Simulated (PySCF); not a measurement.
Coordinates in bohr (charge 0 multiplicity 1):
```
Tc   -0.0732    0.0000   -0.0517
O    -2.6357   -0.0002    1.7469
O    -0.0830    2.5531   -1.8637
O    -0.0829   -2.5529   -1.8639
F     2.7396    0.0000    1.9369
```

Level of theory: PBE0 in PySCF with Tc def2-SVP with ECP28, O def2-SVP, F def2-SVP; scalar-relativistic core potentials, no spin–orbit coupling; density-fitted integrals.

This geometry of TcO₃F is a stationary point at this level.

(1) What is the point group?

(2) Is it a minimum?

(3) Which band is strongest in the infrared?

(4) Give the atomic charges and bond orders.

(5) What is the atomisation energy, with and without zero-point energy?

Answers

(1) C3v.

(2) Yes: all harmonic wavenumbers are real.

(3) 1061 cm⁻¹ (e), 375 km/mol.

(4) 
| atom | Mulliken | Löwdin | polar tensor | Mayer order to Tc1 |
| --- | --- | --- | --- | --- |
| Tc1 | 1.37 | 0.40 | 2.33 | – |
| O2,3,4 | -0.34 | -0.09 | -0.59 | 1.89 |
| F5 | -0.34 | -0.13 | -0.55 | 0.92 |

(5) 2071 kJ/mol without, 2039 kJ/mol with.

Stability towards spin polarisation was not tested. Other isomers or separated fragments may lie lower.
